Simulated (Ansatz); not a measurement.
Mulliken charges of GeH5O2Si (`O[SiH][GeH2][OH]`) radical from r2SCAN/def2-TZVPP in Ansatz (PBE0-D4/def2-TZVP geometry).

```json
{"atom": "O1", "x (Å)": "-1.983", "y (Å)": "0.995", "z (Å)": "0.973", "charge (e)": "-0.394"}
{"atom": "Si2", "x (Å)": "-1.292", "y (Å)": "0.353", "z (Å)": "-0.391", "charge (e)": "0.281"}
{"atom": "Ge3", "x (Å)": "0.993", "y (Å)": "-0.069", "z (Å)": "0.146", "charge (e)": "0.337"}
{"atom": "O4", "x (Å)": "1.712", "y (Å)": "-0.456", "z (Å)": "-1.449", "charge (e)": "-0.454"}
{"atom": "H5", "x (Å)": "-2.938", "y (Å)": "0.948", "z (Å)": "1.048", "charge (e)": "0.205"}
{"atom": "H6", "x (Å)": "-2.028", "y (Å)": "-0.890", "z (Å)": "-0.795", "charge (e)": "-0.082"}
{"atom": "H7", "x (Å)": "1.241", "y (Å)": "-1.264", "z (Å)": "1.101", "charge (e)": "-0.041"}
{"atom": "H8", "x (Å)": "1.687", "y (Å)": "1.176", "z (Å)": "0.741", "charge (e)": "-0.039"}
{"atom": "H9", "x (Å)": "2.608", "y (Å)": "-0.793", "z (Å)": "-1.373", "charge (e)": "0.188"}
```

Question: By hand: the dipole of these point charges (1 e Å = 4.8032 D).

Answer: Σ q r = (-0.087, 0.015, 0.162) e Å, of length 0.184 e Å = 0.88 D.

Question: How does the dipole of the full density compare? (Estimate.)

Answer: The calculation gave: (-0.176, -0.077, 0.188) e Å, 1.29 D; the point charges give 0.68 times that, at 26° from its direction.

Point charges leave out the atoms' own dipoles, such as those of lone pairs, and Mulliken's split depends on the basis, so the two needn't agree.
